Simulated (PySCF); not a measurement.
Ionisation energy of Os(49+) by level of theory

Os(49+) [Ar] 3d9 [3d3/2^4 3d5/2^5, M_J = 5/2] → Os(50+) [Ar] 3d8 [3d3/2^4 3d5/2^4, M_J = 4], as a difference of total energies. Computed with PySCF 2.14 in an even-tempered Gaussian basis (15 s from 13 bohr⁻², ratio 2.8; 13 p from 16 bohr⁻², ratio 2.8; 8 d from 16 bohr⁻², ratio 2.8; 3 f from 61 bohr⁻², ratio 3), with the two-component X2C-1e Hamiltonian. Correlated levels: [Ne] frozen; the 78 highest virtual spinors dropped. "Screened" scales the spin-orbit matrix elements by Boettger's factors to mimic the two-electron term; Breit and QED terms are absent.

```csv
method,ionisation energy (eV)
GHF (spin-free),4531.2
GMP2 (spin-free),4532.6
GHF (screened spin-orbit),4502.1
GMP2 (screened spin-orbit),4503.5
```

Breit and QED terms and the two-electron picture change are absent.

The spin-free rows relax to the high-spin LS determinant and lack the spin-orbit shift.

The labels give the starting determinants; with spin-orbit coupling the two ends relaxed to ⟨J²⟩ = 8.75, ⟨L²⟩ = 6.07, ⟨S²⟩ = 0.82 and ⟨J²⟩ = 20.00, ⟨L²⟩ = 13.16, ⟨S²⟩ = 1.79.

For comparison: 4501 ± 4 eV (theoretical estimate listed by NIST; NIST Atomic Spectra Database, ionization energies).
